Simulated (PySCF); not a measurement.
The PySCF input:
```python
from pyscf import gto, scf, mp

mol = gto.M(
    atom='''
Cl   -0.000000   -0.000000   -0.073934
H     0.000000    0.000000    1.256873
''',
    basis='def2-tzvp',
    charge=1,
    spin=1,
    verbose=4,
    cart=True,
)

mf = scf.UHF(mol)
mf.kernel()

pt = mp.MP2(mf)
pt.kernel()
print('E(MP2) = %.10f' % pt.e_tot)
mf.analyze()
```

Problem. What does this run give for the total energy, MP2 correlation energy?

Solution. 
```json
{
  "total_energy": "-459.9342 Eh",
  "MP2 correlation energy": "-0.2585 Eh"
}
```

These values belong to the state on which the SCF converged, which isn't shown to be the lowest.
